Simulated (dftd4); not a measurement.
germanium atom (Ge), triplet; dftd4 with D4 for hf.

Here is a job for dftd4.
```
$ dftd4 mol.xyz --func hf --charge 0 --json dftd4.json --noedisp --property

# file mol.xyz
1

Ge     0.00000000     0.00000000     0.00000000
```

The log (banner, timings and long lists left out):

```
                    ____  _____ _____     ____  _  _
      -------------|  _ \|  ___|_   _|---|  _ \| || |------------
     |             | | | | |_    | | ___ | | | | || |_           |
     |             | |_| |  _|   | ||___|| |_| |__   _|          |
     |             |____/|_|     |_|     |____/   |_|            |
     |             ===================================           |
     |            E. Caldeweyher, S. Ehlert & S. Grimme          |
     |          Mulliken Center for Theoretical Chemistry        |
     |                    University of Bonn                     |
      -----------------------------------------------------------

Rational (Becke-Johnson) damping: hf-D4-ATM
---------------------
  s6         1.0000
  s8         1.6168
  s9         1.0000
  a1         0.4496
  a2         3.3574
 alp        16.0000
--------------------

Atomic data, radii in Ångström:
------------------------------------------------------
   Z          R(cov)      r4/r2   hardness         EN
------------------------------------------------------
  32 Ge       1.4533     2.9321     0.3393     2.0100
------------------------------------------------------

Atomic reference systems (in atomic units):
----------------------------------------------------------------------------
   Z        #      CN     q+Z       C6(AA)   #      CN     q+Z       C6(AA)
----------------------------------------------------------------------------
  32 Ge     1  0.0000 32.0000     367.7871   2  0.8994 32.0094     318.5431
            3  1.8553 31.9941     290.3410   4  2.7845 31.9684     236.2571
            5  3.7182 31.9355     189.5578
----------------------------------------------------------------------------

Atomic properties (in atomic units):
----------------------------------------------------------------------------
     #    Z              CN          q      C6(AA)        C8(AA)   alpha(0)
----------------------------------------------------------------------------
     1   32 Ge       0.0000     0.0000    367.6551    33862.0046    41.6082
----------------------------------------------------------------------------

Molecular properties (in atomic units):
----------------------------------------
 molecular C6                 367.6551
 molecular C8               33862.0046
----------------------------------------

Dispersion energy:       0.0000000000000E+00 Eh

[Info] JSON dump of results written to 'dftd4.json'
```
